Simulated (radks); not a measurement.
Problem. The mean radii <r> (bohr) of the occupied orbitals of an atom or ion are listed with their occupations. Method: scalar-relativistic Kohn-Sham, PBE, spin-polarised, spherical densities, finite nucleus; Fermi nuclear charge, rms radius of each element as measured or else 0.836 A^(1/3) + 0.57 fm; computed with a radial shooting solver on a logarithmic mesh with Libxc functionals.

| orbital | occ. | <r> |
|---|---|---|
| 1s up | 1 | 0.02151 |
| 1s down | 1 | 0.02151 |
| 2s up | 1 | 0.09150 |
| 2s down | 1 | 0.09150 |
| 2p up | 3 | 0.08089 |
| 2p down | 3 | 0.08088 |
| 3s up | 1 | 0.2394 |
| 3s down | 1 | 0.2393 |
| 3p up | 3 | 0.2382 |
| 3p down | 3 | 0.2380 |
| 3d up | 5 | 0.2166 |
| 3d down | 5 | 0.2164 |
| 4s up | 1 | 0.5415 |
| 4s down | 1 | 0.5415 |
| 4p up | 3 | 0.5737 |
| 4p down | 3 | 0.5738 |
| 4d up | 5 | 0.6236 |
| 4d down | 5 | 0.6244 |
| 5s up | 1 | 1.320 |
| 5s down | 1 | 1.337 |
| 5p up | 3 | 1.562 |
| 5p down | 3 | 1.591 |
| 4f up | 7 | 0.8872 |
| 6s up | 1 | 4.123 |
| 6s down | 1 | 4.215 |
| 4f down | 2 | 0.9728 |

Name the element and its charge. Open shells, if any, are filled with parallel spins first.

Solution. Z = 65, terbium, charge 0: Tb in [Xe] 4f9 6s2. The 1s radius gives Z: for a bare nucleus <r> = (2 gamma + 1)/(2Z) with gamma = sqrt(1 - (Z/c)^2), 0.02124 bohr for Z = 65, and screening makes it slightly larger (0.02151 here). The occupations add up to 65, and the charge is Z minus that.
